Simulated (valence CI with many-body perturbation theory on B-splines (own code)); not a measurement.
## Valence orbitals of Cs14+

Calculated by configuration interaction combined with many-body perturbation theory (CI+MBPT): five valence electrons over a frozen Dirac-Fock core [Kr], a basis of 7 s, 7 p, 8 d, 6 f, 4 g, 1 h functions for each j, with the one-electron correlation potential Σ1 (screened to all orders), the two-electron term Σ2, the three-electron term Σ3, Breit, model QED; selected single and double excitations, second order for the rest (own B-spline code, finite nucleus).

No measured spectrum was set against this ion. As an estimate, terms of the open shell hold to 2 to 4 % of their energy, and close levels can change places. Core correlation moves these levels by up to 12000 cm⁻¹, and in measured spectra 5 to 20 % of such shifts remained as error; rates that hang on mixing are uncertain with them. Among the levels kept, up to 310 cm⁻¹ of a level comes from second order outside the variational space, and about a tenth of that is noise between levels of different J, which matters for small intervals. Only levels of the ground parity were solved; by the run's estimate the other parity begins above the list, which can be wrong where configurations are misplaced.

These are the spectroscopic orbitals of the CI (the correlating ones are not listed), shaped by the core and the other valence electrons. h is the expectation value of the core's Dirac-Fock operator, without the valence repulsion; Σ1 is computed up to l = 3 at one energy for each symmetry, that of its lowest orbital but kept below the first core excitation, so for empty shells it is not the orbital's own correlation shift; Breit and QED include the response of the core.

```
Orbital  h (hartree)  Σ1 (cm⁻¹)  Breit (cm⁻¹)  QED (cm⁻¹)  ⟨r⟩ (bohr)
  5s1/2      -12.069      -9143           675         564       1.314
  6s1/2      -7.4944      -3268           335         278       2.134
  7s1/2      -5.1204      -1612           187         156       3.157
  5p1/2      -11.207      -7993          1016       -34.0       1.377
  6p1/2      -7.0566      -3082           523       -17.0       2.229
  7p1/2      -4.8676      -1576           299        -9.6       3.287
  5p3/2      -10.978      -7386           602        21.1       1.409
  6p3/2      -6.9431      -2911           314        11.2       2.268
  7p3/2      -4.8027      -1501           191         6.5       3.333
  4d3/2      -17.407     -18296          1034        -214      0.7461
  5d3/2      -9.5634      -6109           373       -55.0       1.522
  6d3/2      -6.2154      -2768           192       -27.3       2.459
  4d5/2      -17.286     -17909           385        -148      0.7529
  5d5/2      -9.5173      -6062           176       -34.5       1.531
  6d5/2      -6.1917      -2753          93.4       -17.0       2.470
  4f5/2      -13.275     -31668          -202        -121      0.8230
  5f5/2      -7.9791      -6771         -23.7       -38.1       1.709
  4f7/2      -13.258     -30127          -439        -108      0.8253
  5f7/2      -7.9714      -6626          -113       -32.8       1.712
  5g7/2      -7.0635                    -22.7        -5.5       1.757
  5g9/2      -7.0629                    -29.6        -4.4       1.757
```

Among the shells of the start configuration 4d5, Σ1 is largest in size for 4d3/2, where it is 0.48 % of h.

Lowest root of each symmetry, sizes in configuration state functions:

```csv
J,Parity,Roots,Reference,Variational,Second order,Change by selected CI (cm⁻¹),Change by second order (cm⁻¹)
1/2,even,4,13,27455,528690,-22819,-35
3/2,even,7,19,25870,1160258,-22491,-110
5/2,even,10,24,27399,1490741,-15963,-103
7/2,even,7,20,25230,1725446,-20334,-232
9/2,even,5,14,24599,1530233,-19727,-205
11/2,even,3,7,25166,1349273,-19849,-112
13/2,even,1,3,21446,782044,-20046,-60
```
